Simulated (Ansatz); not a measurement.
```yaml
crystal:
  periodic: [false, false, false]
  atoms:
    - {symbol: I, position_ang: [-1.466705, -0.160755, 1.852922]}
    - {symbol: Si, position_ang: [0.070368, 0.135316, -0.000806]}
    - {symbol: I, position_ang: [1.912482, -1.435735, 0.157674]}
    - {symbol: I, position_ang: [-1.086803, -0.115902, -2.118464]}
    - {symbol: H, position_ang: [0.620459, 1.503377, 0.067374]}
basis:
  gaussian: {orbitals: def2-mTZVPP}
hamiltonian: {xc: {name: wB97X-V}, pseudopotentials: {relativity: scalar}}
output: {forces: true}
```

```sh
$ ansatz run in.yaml --threads 4 --pin off --events-out ev --progress --plain --max-ram 10444MiB
```

It prints (some lines left out):

```
Functional definition: wB97X-V
1301 factors; integrals over basis functions are off by at most 4.6e-4 eV
346 factors; integrals over basis functions are off by at most 1.2e-5 eV
mean field evaluation 1: about -32204.3961 eV, gradient 1.7e1 eV
mean field evaluation 2: about -32204.6333 eV, gradient 1.6e1 eV
mean field evaluation 4: about -32205.4198 eV, gradient 2.9e-1 eV
mean field evaluation 8: about -32205.4290 eV, gradient 8.3e-3 eV
mean field evaluation 16: about -32205.4290 eV, gradient 4.9e-5 eV
mean field -32205.42903204 eV, -1183.5276873036 hartree, gradient 4.9e-5 eV, S^2 0.000000; 0 other end points of the search recorded, 0 dependent functions left out
reference -32205.42903023 eV, -1183.5276872373 hartree; 45, 45 occupied and 95, 95 virtual orbitals, 1301 factors
Total energy: -32205.42903023 eV, -1183.5276872373 hartree
Relativity: scalar
Atom 0 at    -1.466705    -0.160755     1.852922 Å, force    -0.042326    -0.021258     0.043509 eV/Å
Atom 1 at     0.070368     0.135316    -0.000806 Å, force     0.084083     0.209268     0.010348 eV/Å
Atom 2 at     1.912482    -1.435735     0.157674 Å, force     0.037857    -0.050796     0.003086 eV/Å
Atom 3 at    -1.086803    -0.115902    -2.118464 Å, force    -0.033012    -0.019898    -0.050833 eV/Å
Atom 4 at     0.620459     1.503377     0.067374 Å, force    -0.046602    -0.117315    -0.006110 eV/Å
Dipole moment:     0.034579     0.085819     0.004259 e Å
```

It took 4 s on 4 threads of an Intel Xeon 6975P-C on a shared host, with 0.52 GiB of host memory at the peak.
